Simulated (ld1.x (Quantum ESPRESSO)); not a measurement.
## Configuration tests for Li (TM)

```json
{
  "Element": "lithium",
  "Generator": "ld1.x (Quantum ESPRESSO) 7.5",
  "Type": "norm-conserving Troullier–Martins (Kleinman–Bylander form)",
  "Functional": "PBE",
  "Relativity": "fully relativistic",
  "Frozen core": "[He]",
  "Valence charge": "1",
  "Reference configuration": "2s0.5 2p0.5",
  "Partial waves": "2s (bound): rc 3.20 bohr; 2p (bound): rc 4.20 bohr; 3d channel at 0.5 Ry: rc 3.55 bohr",
  "Local potential": "the d channel",
  "Core correction": "a·sin(br)/r model core inside 3.10 bohr"
}
```

Open shells are filled in proportion to 2j + 1 (rel_dist='average').

Energies are relative to the spin-unpolarised reference configuration 2s0.5 2p0.5; without spin polarisation the order of configurations can differ from experiment. The d channel is local and has no spin–orbit splitting in the pseudo-atom.

| valence configuration | charge | ΔE all-electron (eV) | error AE − PS (meV) |
| --- | --- | --- | --- |
| 2s1 2p0 | 0 | -0.893 | -0.1 |
| 2s0.5 2p0 | +0.5 | 1.155 | +4.7 |
| 2s0 2p1 | 0 | 0.894 | +0.7 |

Levels in the configuration 2s0 2p1:

| level | all-electron (eV) | pseudo (eV) |
| --- | --- | --- |
| 2p j=1/2 | -1.564 | -1.565 |
| 2p j=3/2 | -1.564 | -1.565 |
